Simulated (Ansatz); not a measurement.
Ansatz (a quantum-chemistry and plane-wave program) input (CCSD(T)/aug-cc-pVDZ):

Ansatz 0.2 input:
```yaml
crystal:
  periodic: [false, false, false]
  atoms:
    - {symbol: B, position_ang: [-0.02703457, -0.07509924, 0.56928949]}
    - {symbol: F, position_ang: [1.16465345, -0.50045187, 0.21108337]}
    - {symbol: C, position_ang: [-1.06947433, 0.48527479, -0.44364211]}
    - {symbol: H, position_ang: [-2.09689543, 0.38650503, -0.09670412]}
    - {symbol: H, position_ang: [-0.96345684, 0.02310764, -1.43067193]}
    - {symbol: H, position_ang: [-0.86951002, 1.55830167, -0.55696903]}
basis:
  gaussian:
    orbitals: aug-cc-pVDZ
magnetization: {spin_polarized: true, initial_magnetization: 1}
correlation: {method: ccsd_t, electrons: outside_noble_gas}
```

Output:

```
Functional definition: HF
integrals: 0.18 GiB planned
928 factors; integrals over basis functions are off by at most 8.8e-4 eV
mean field: 0.23 GiB planned
mean field evaluation 1: about -4453.0184 eV, gradient 2.3e1 eV
mean field evaluation 2: about -4453.0192 eV, gradient 2.3e1 eV
mean field evaluation 4: about -4455.8358 eV, gradient 2.9e0 eV
mean field evaluation 8: about -4455.9534 eV, gradient 1.8e-1 eV
mean field evaluation 16: about -4455.9299 eV, gradient 1.2e0 eV
mean field evaluation 32: about -4453.1002 eV, gradient 8.7e-3 eV
mean field -4455.95402669 eV, -163.7532901267 hartree, gradient 1.5e-6 eV, S^2 0.752821; 1 other end points of the search recorded, 0 dependent functions left out
determinant -4455.95402669 eV, -163.7532901267 hartree, with singles and doubles -4467.91160501 eV, -164.1927230249 hartree
determinant -4453.10023753 eV, -163.6484153096 hartree, with singles and doubles -4465.26161511 eV, -164.0953376921 hartree
3 core orbitals not correlated
reference -4455.95402669 eV, -163.7532901267 hartree; 9, 8 occupied and 84, 85 virtual orbitals, 928 factors
second order -11.27325121 eV of doubles, -0.00000000 eV of singles
coupled cluster: 0.70 GiB planned
cycle   1  -11.93126726 eV  change   -4.4e-1 eV  update   3.1e-2
cycle   2  -11.96814187 eV  change   -3.7e-2 eV  update   8.1e-3
cycle   3  -11.97098184 eV  change   -2.8e-3 eV  update   4.9e-3
cycle   4  -11.97314213 eV  change   -2.2e-3 eV  update   1.6e-3
cycle   5  -11.97327360 eV  change   -1.3e-4 eV  update   7.8e-4
cycle   6  -11.97339899 eV  change   -1.3e-4 eV  update   3.0e-4
cycle   7  -11.97348409 eV  change   -8.5e-5 eV  update   1.1e-4
cycle   8  -11.97348997 eV  change   -5.9e-6 eV  update   3.6e-5
cycle   9  -11.97349653 eV  change   -6.6e-6 eV  update   1.5e-5
perturbative correction -0.33028999 eV, -0.0121379334 hartree
Total energy: -4468.25781321 eV, -164.2054459415 hartree
```

It need not be the lowest isomer of its formula.
